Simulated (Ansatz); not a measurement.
The same path of AlCl2F + H2 (6 atoms, charge 0, multiplicity 1) was run twice with different band settings. Lost on the way: H5–H6. Made: Al1–H5, F2–H6.

All numbers below come from Ansatz, RKS BHLYP/def2-SVP.

Relaxed end points:

```xyz
6
Properties=species:S:1:pos:R:3
Al 0.009 0.105 0.115
F 0.006 0.600 1.686
Cl 1.809 0.033 -0.913
Cl -1.798 -0.043 -0.894
H 0.058 -2.048 0.624
H 0.052 -1.731 1.312
```

```xyz
6
Properties=species:S:1:pos:R:3
Al 0.022 -0.616 -0.285
F 0.020 -0.077 1.676
Cl 1.798 0.316 -0.910
Cl -1.799 0.240 -0.892
H 0.056 -2.132 0.107
H 0.039 -0.815 2.236
```

Common settings: spring 5.0 eV/Å²; optimiser quadratic models (default); start path through a guess of the saddle point; force threshold 0.05 eV/Å; iteration limit 60; end points relaxed.

| run | movable images | climbing image |
| --- | --- | --- |
| 1 | 5 | yes |
| 2 | 4 | no |

(1) What does each run give, and how far can it be trusted?

Results:

(1) Run 1: converged after 9 iterations, highest image 1.365 eV above the first end. A vibrational analysis at the climbing image gives one clearly imaginary mode, 1026i cm⁻¹: a first-order saddle point.
Run 2: converged after 9 iterations, highest image 1.297 eV above the first end. No image climbed, so the highest image needn't sit at the top of the path.
The orbitals stay closed-shell, which can raise the energy where a bond breaks towards radicals; this wasn't checked here.
